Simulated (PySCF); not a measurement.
## Identify the compound

An unknown has the formula C₄H₁₂O₂Si₂. Its calculated NMR data are:

1H NMR (400 MHz, computed): δ 5.10 (q, 2H), 3.84 (t, 3H), 2.53 (sept, 1H), 1.23 (d, 6H).

13C{1H} NMR (computed): δ 185.5 (C), 41.9 (CH), 21.6 (CH3).

- GIAO PBE0/pcSseg-1 shieldings
- geometry from GFN2-xTB
- code: PySCF 2.14
- relativity neglected, one computed conformer, isolated molecule, averaged over atoms made equivalent by symmetry, fast rotation or ring inversion

References, each an isolated molecule treated in the same way: TMS for 1H (31.72 ppm), 13C (186.93 ppm).

Problem. What is the structure?

Solution. 
- Rings plus π bonds: 1 (no ring in the answer).
- 3 carbon signals for 4 carbons: some carbons are equivalent by symmetry or fast rotation.
- Carbon types of the structure: 1 × C, 1 × CH, 2 × CH3, leaving 5 H on heteroatoms.
- δC 185.5: carbonyl carbon.
- δC 41.9: sp3 CH α to a carbonyl; the adjacent C=O deshields it moderately.
- δC 21.6: methyl carbon; a saturated carbon with 1 carbon neighbour and no heteroatom attached.
- δH 5.10: hydrogen on a silicon bonded to O, Si.
- δH 3.84: hydrogen on a silicon bonded to Si.
- δH 2.53: hydrogen on an sp3 CH α to a carbonyl; α to C=O.
- δH 1.23: hydrogen on a methyl carbon.

The compound is SMILES CC(C)C(=O)O[SiH2][SiH3].

This is the structure that produced the data.

Shifts are as computed. Against solution values, carbons near 30 ppm lie about +3 ppm off and those near 130 ppm about +5 ppm. Of 1211 compounds with measured shifts, 218 miss one by over three times the rms of a fit or turn the order of signals round; such compounds aren't used in these exercises. Multiplicities follow the n + 1 count of equivalent neighbours, as no J values were calculated; m marks all less simple cases, F and P coupling included.
